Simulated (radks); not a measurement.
Results of a calculation; reference values are marked as such.
Neutral molybdenum inside a hard spherical wall (all orbitals vanish at R), configuration held at [Kr] 4d5 5s1 and not refilled when levels cross. Level of theory: scalar-relativistic Kohn-Sham, LDA (Slater exchange, Perdew-Wang correlation), spin-polarised, spherical densities, finite nucleus; open shells are filled with parallel spins first (spin-orbit coupling, left out, can overturn this in heavy ions); Fermi nuclear charge, rms radius 4.4091 fm (a radial shooting solver on a logarithmic mesh with Libxc functionals). Eigenvalues in eV for spin up, with the zero of energy where the potential of the charges vanishes at infinity; a dash marks a level that is unbound or too diffuse for the functional's potential to be trusted. A positive occupied level is held by the wall or, in an anion where self-interaction has pushed it up, behind a barrier. The pressure on the wall is -dE/dV.

R (bohr)  E (hartree)  kinetic (hartree)    e(4s)    e(4p)   e(5s)   e(4d)  e(5p, empty)  e(6s, empty)  pressure (GPa)
free      -4044.51248           4168.895  -64.908  -39.183  -4.833  -4.670        -1.413        -0.019               0
12        -4044.51244           4168.895  -64.904  -39.179  -4.829  -4.666        -1.379         1.013        0.000764
7         -4044.49940           4168.986  -64.362  -38.646  -4.292  -4.188        -0.180         7.846           0.715
4         -4044.03407           4170.946  -57.990  -32.552   5.290   1.769        13.454        51.067            92.9
3.5       -4043.55969           4172.721  -54.333  -29.074  13.025   5.669        23.362        77.191             262
2         -4030.93076           4216.123  -12.087   15.695  146.79  61.124        172.03        397.43           17800
1.5       -3998.17555           4311.492   63.482   99.073  387.82  157.67        419.67        875.53          131000
